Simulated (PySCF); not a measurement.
## Mayer bond orders and bond lengths

Species: C7H12O2.
Numbering: `[CH3:1][C:2](=[O:3])[O:4][CH:5]1[CH2:6][CH2:7][CH2:8][CH2:9]1` (hydrogens: H10, H11, H12 on C1; H13 on C5; H14, H15 on C6; H16, H17 on C7; H18, H19 on C8; H20, H21 on C9)

Geometry (PBE0-D3(BJ)/def2-SVP, Å), atoms numbered from 1 in this order:
```
atom  x, y, z in Å
C1     3.1866   -0.5892    0.2074
C2     1.8723    0.1340    0.2695
O3     1.7448    1.3298    0.3128
O4     0.8431   -0.7236    0.3009
C5    -0.4620   -0.1632    0.4035
C6    -1.0385    0.3126   -0.9228
C7    -2.5244    0.4278   -0.5983
C8    -2.8182   -0.7627    0.3416
C9    -1.4469   -1.2271    0.8733
H10    3.8952   -0.0022   -0.3900
H11    3.5927   -0.6686    1.2277
H12    3.0725   -1.6004   -0.2014
H13   -0.4186    0.6876    1.1032
H14   -0.5790    1.2461   -1.2758
H15   -0.8590   -0.4703   -1.6801
H16   -3.1616    0.4364   -1.4944
H17   -2.7084    1.3783   -0.0714
H18   -3.3185   -1.5801   -0.1989
H19   -3.4984   -0.4697    1.1547
H20   -1.1478   -2.1833    0.4162
H21   -1.4220   -1.3699    1.9632
```

Bond orders from the PBE0/pcSseg-1 density (PySCF). One conformer (not necessarily the lowest) at the PBE0-D3(BJ)/def2-SVP geometry, without solvent, vibrations or thermal averaging.

(1) Where do the orders between heavy atoms depart from those drawn in the SMILES?

(2) Give the Mayer order of every bond between heavy atoms, beside its length.

Results:

(1) The largest departure is 0.195, at O4–C5 (drawn single, 0.805). Drawn single, order below 0.88: O4–C5 (0.805).

(2) 
```json
{"bond": "C1–C2", "drawn as": "single", "length (Å)": "1.501", "Mayer order": "1.004"}
{"bond": "C2–O3", "drawn as": "double", "length (Å)": "1.203", "Mayer order": "1.946"}
{"bond": "C2–O4", "drawn as": "single", "length (Å)": "1.340", "Mayer order": "1.097"}
{"bond": "O4–C5", "drawn as": "single", "length (Å)": "1.424", "Mayer order": "0.805"}
{"bond": "C5–C6", "drawn as": "single", "length (Å)": "1.522", "Mayer order": "1.020"}
{"bond": "C6–C7", "drawn as": "single", "length (Å)": "1.525", "Mayer order": "1.036"}
{"bond": "C7–C8", "drawn as": "single", "length (Å)": "1.545", "Mayer order": "1.027"}
{"bond": "C8–C9", "drawn as": "single", "length (Å)": "1.542", "Mayer order": "1.029"}
{"bond": "C9–C5", "drawn as": "single", "length (Å)": "1.524", "Mayer order": "1.014"}
```

By pair of heavy elements: C–C: lowest C1–C2 (1.004, 1.501 Å), highest C6–C7 (1.036, 1.525 Å); in 3 of the 15 pairs the longer bond (by over 0.003 Å) has the higher order (by 0.02 or more). C–O: lowest O4–C5 (0.805, 1.424 Å), highest C2–O3 (1.946, 1.203 Å).

Problem. And the bonds to hydrogen?

Solution. C–H: 0.93 to 0.96 (12 bonds).

Problem. Sum the orders of all bonds at each heavy atom with more than one neighbour and set the sums beside the valence in the SMILES.

Solution. C1 3.854 (drawn 4), C2 4.047 (drawn 4), O4 1.902 (drawn 2), C5 3.768 (drawn 4), C6 3.943 (drawn 4), C7 3.968 (drawn 4), C8 3.967 (drawn 4), C9 3.942 (drawn 4). Orders between atoms that aren't bonded are not in these sums.

For a closed shell the Mayer order of atoms A and B is Σ (PS)μν (PS)νμ over the basis functions μ on A and ν on B, with P the density and S the overlap matrix.

These values come from a run that also computed NMR shieldings. Hardware: one thread of an Arm Neoverse V1, on a shared host. Cost: 44 s.
